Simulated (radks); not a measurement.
The mean radii <r> (bohr) of the occupied orbitals of an atom or ion are listed with their occupations. All-electron calculation, Dirac Kohn-Sham, BLYP, spin-unpolarised, spherical densities, finite nucleus; Fermi nuclear charge, rms radius of each element as measured or else 0.836 A^(1/3) + 0.57 fm. Program: a radial shooting solver on a logarithmic mesh with Libxc functionals.

| orbital | occ. | <r> |
|---|---|---|
| 1s1/2 | 2 | 0.02665 |
| 2s1/2 | 2 | 0.1125 |
| 2p1/2 | 2 | 0.09470 |
| 2p3/2 | 4 | 0.1002 |
| 3s1/2 | 2 | 0.2738 |
| 3p1/2 | 2 | 0.2598 |

Name the element and its charge. Open shells, if any, fill j = l - 1/2 first.

Answer. Z = 54, xenon, charge +40: Xe40+ in [Ne] 3s2 3p2. The 1s radius gives Z: for a bare nucleus <r> = (2 gamma + 1)/(2Z) with gamma = sqrt(1 - (Z/c)^2), 0.02628 bohr for Z = 54, and screening makes it slightly larger (0.02665 here). The occupations add up to 14, and the charge is Z minus that.
